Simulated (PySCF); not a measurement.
B(H)3(HNMe2) (C2H10BN), SMILES [BH3]<-N(C)C (connectivity only; charge and spin as stated), neutral, multiplicity 1.

Coordinates come from a B3LYP-D3(BJ)/def2-SVP optimisation. The isomer is the one that the SMILES or the coordinates give; other isomers of the formula were not compared. Other conformers were not sampled.

These are PBE/def2-TZVP in PySCF values and carry that method's errors.

Symmetry labels are those of the subgroup Cs that the program uses (full group Cs).

Computed valence orbital energies around the gap with their symmetry:
| orbital | symmetry | energy (eV) |
|---|---|---|
| HOMO−7 | A" | -11.97 |
| HOMO−6 | A' | -10.33 |
| HOMO−5 | A" | -10.32 |
| HOMO−4 | A' | -9.80 |
| HOMO−3 | A" | -9.69 |
| HOMO−2 | A' | -7.90 |
| HOMO−1 | A' | -6.38 |
| HOMO | A" | -6.34 |
| LUMO | A' | -0.40 |
| LUMO+1 | A' | 0.71 |
| LUMO+2 | A" | 1.23 |
| LUMO+3 | A' | 1.31 |
